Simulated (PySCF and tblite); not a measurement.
Values are calculated unless marked as measured or tabulated.
4 constitutional isomers of C₇H₅N:

| isomer | SMILES |
| --- | --- |
| A | [CH2:1]=[C:2]1[CH:3]=[CH:4][C:5]([C:6]#[N:7])=[CH:8]1 |
| B | [CH:1]#[C:2][c:3]1[cH:4][cH:5][cH:6][n:7][cH:8]1 |
| C | [N:1]#[C:2][CH:3]=[C:4]1[CH:5]=[CH:6][CH:7]=[CH:8]1 |
| D | [N:1]#[C:2][c:3]1[cH:4][cH:5][cH:6][cH:7][cH:8]1 |

Protocol: conformer search, at most 6 conformers an isomer, GFN2-xTB geometries, energies B3LYP/def2-SVP (IEF-PCM, chloroform) (D3(BJ) added where defined), weights at 298.15 K with GFN2-xTB thermal terms. Programs: PySCF with density fitting and tblite.

Rank the isomers by free energy at 298.15 K.


```json
{"isomer": "D", "ΔG (kcal/mol)": "0.0", "ΔE, lowest conformer": "0.0", "conformers": "1", "largest weight %": "100", "rms dipole (D)": "5.33"}
{"isomer": "A", "ΔG (kcal/mol)": "33.1", "ΔE, lowest conformer": "35.1", "conformers": "1", "largest weight %": "100", "rms dipole (D)": "6.34"}
{"isomer": "C", "ΔG (kcal/mol)": "35.4", "ΔE, lowest conformer": "37.4", "conformers": "1", "largest weight %": "100", "rms dipole (D)": "4.39"}
{"isomer": "B", "ΔG (kcal/mol)": "37.8", "ΔE, lowest conformer": "39.5", "conformers": "1", "largest weight %": "100", "rms dipole (D)": "2.35"}
```
